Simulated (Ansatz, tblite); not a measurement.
Cost and result up the ladder for the cluster Cd₂Te (the lowest singlet isomer of a short search) (3 atoms). Charge 0, multiplicity 1. Geometry: PBE0-D4/def2-TZVP.

```xyz
3

Cd    0.083    2.298   -1.451
Cd   -0.083   -2.297    1.452
Te    0.000   -0.001   -0.001
```

Ansatz on 4 threads of Arm Neoverse V1 on a shared host; xTB runs through tblite on one thread. Times are rough, summed over both states, and most runs start from the orbitals of an earlier one. ωB97M-V/def2-TZVP serves as the yardstick here, not as an exact answer. The other state is a triplet at its own geometry.

In the def2 sets Cd, Te take a core potential; there is no spin–orbit coupling. The xTB rows come from tblite. LC-ωPBE has ω = 0.4 bohr⁻¹. Correlated methods freeze 4 core orbitals; core or outer-core shells of Cd, Te are correlated, in sets that lack core-valence functions. The structure comes from a short search, and lower isomers may exist.

Run but left out: HF/def2-TZVP, B2PLYP/def2-TZVP (singlet: restricted singlet, unstable towards broken spin symmetry).

Correlated methods converge slowly with the basis.

xTB has no spin-polarisation term.

| level | functions | triplet − singlet (eV) | difference from ωB97M-V/def2-TZVP (eV) | remarks |
| --- | --- | --- | --- | --- |
| BHLYP-D4/def2-TZVP | 130 | -0.27 | 0.02 | – |
| GFN1-xTB | 17 | 1.80 | 2.08 | – |
| B97M-V/def2-TZVP | 130 | 0.19 | 0.47 | – |
| GFN2-xTB | 17 | 1.41 | 1.69 | – |
| LC-ωPBE/def2-TZVP | 130 | -0.66 | -0.37 | – |
| RPA@PBE/def2-TZVP | 130 | 0.06 | 0.34 | – |
| ωB97M-V/def2-TZVP | 130 | -0.28 | 0.00 | – |
| MP2/def2-TZVP | 130 | 0.23 | 0.51 | restricted SCF unstable (singlet) |
| PBE-D4/def2-TZVP (with forces) | 130 | 0.13 | 0.42 | – |
| PBE0-D4/def2-TZVP | 130 | -0.10 | 0.18 | – |
| r2SCAN-D4/def2-TZVP | 130 | -0.11 | 0.18 | – |

**Question.** Estimate how long each takes.

**Answer.** GFN1-xTB 0.002 s; GFN2-xTB 0.004 s; PBE-D4/def2-TZVP (with forces) 3.3 s; MP2/def2-TZVP 4.5 s; LC-ωPBE/def2-TZVP 4.5 s; PBE0-D4/def2-TZVP 5.1 s; BHLYP-D4/def2-TZVP 6.5 s; r2SCAN-D4/def2-TZVP 7.7 s; RPA@PBE/def2-TZVP 8.7 s; B97M-V/def2-TZVP 15 s; ωB97M-V/def2-TZVP 17 s. On shared hardware such times vary by a factor of up to 3.
